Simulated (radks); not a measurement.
Q: Species: Sm LIV. Configuration: [He] 2s2 2p5. Method: scalar-relativistic Kohn-Sham, PBEsol, spin-polarised, spherical densities, finite nucleus; open shells are filled with parallel spins first (spin-orbit coupling, left out, can overturn this in heavy ions); Fermi nuclear charge, rms radius 5.0819 fm; computed with a radial shooting solver on a logarithmic mesh with Libxc functionals. Some entries of the table are withheld. Estimate them.

orbital  occ.  eigenvalue (eV)  <1/r> (bohr^-1)  <r> (bohr)
1s up       1              (1)            68.85         (2)
1s down     1              (3)            68.86         (4)
2s up       1        -11608.84            16.34     0.09474
2s down     1        -11589.82            16.33     0.09480
2p up       3        -10852.49            15.31     0.08299
2p down     2        -10829.64            15.30     0.08307

A: 
(1) 1s up eigenvalue (eV): -51007.09
(2) 1s up <r> (bohr): 0.02272
(3) 1s down eigenvalue (eV): -50994.31
(4) 1s down <r> (bohr): 0.02272
